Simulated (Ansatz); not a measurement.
CH3Te, SMILES C[Te] (connectivity only; charge and spin as stated), charge +1, multiplicity 1. Atoms are numbered in the order given.

```xyz
5

C     -1.7866    -0.1448    -0.0049
Te     0.2935     0.0384    -0.0051
H     -2.1418    -0.8650    -0.7376
H     -2.1960    -0.2471     0.9970
H     -2.0498     0.8725    -0.3755
```
Charge +1, spin multiplicity 1.

The structure is a stationary point at B3LYP-D3(BJ)/def2-TZVP. The multiplicity is an assumed one; other spin states were not compared. The isomer is the one that the SMILES or the coordinates give; other isomers of the formula were not compared. The def2 effective core potentials stand for the cores of Te; spin–orbit coupling is left out.

Two levels are set side by side: PBE-D3(BJ)/def2-TZVP (Ansatz, a first-principles code) and B3LYP-D3(BJ)/def2-TZVP (Ansatz). Each level has its own optimised geometry; the coordinates shown are those of the second. Differences are taken from unrounded values.

```
quantity              B3LYP-D3(BJ)
--------------------  ------------
mean bond length (Å)         1.344
bond C1–Te2 (Å)              2.088
bond C1–H3 (Å)               1.087
bond C1–H4 (Å)               1.087
bond C1–H5 (Å)               1.114
```

### Question
What does PBE-D3(BJ) give, and how far is it from B3LYP-D3(BJ)? (Estimate from the structure and the level; the computed values follow.)

### Answer

| quantity | PBE-D3(BJ) | PBE-D3(BJ) minus B3LYP-D3(BJ) |
|---|---|---|
| mean bond length (Å) | 1.350 | 0.005 |
| bond C1–Te2 (Å) | 2.075 | -0.013 |
| bond C1–H3 (Å) | 1.096 | 0.009 |
| bond C1–H4 (Å) | 1.096 | 0.009 |
| bond C1–H5 (Å) | 1.130 | 0.016 |

Exact exchange shortens and stiffens bonds; PBE has none. Differences between two approximate levels are no errors against the true value.
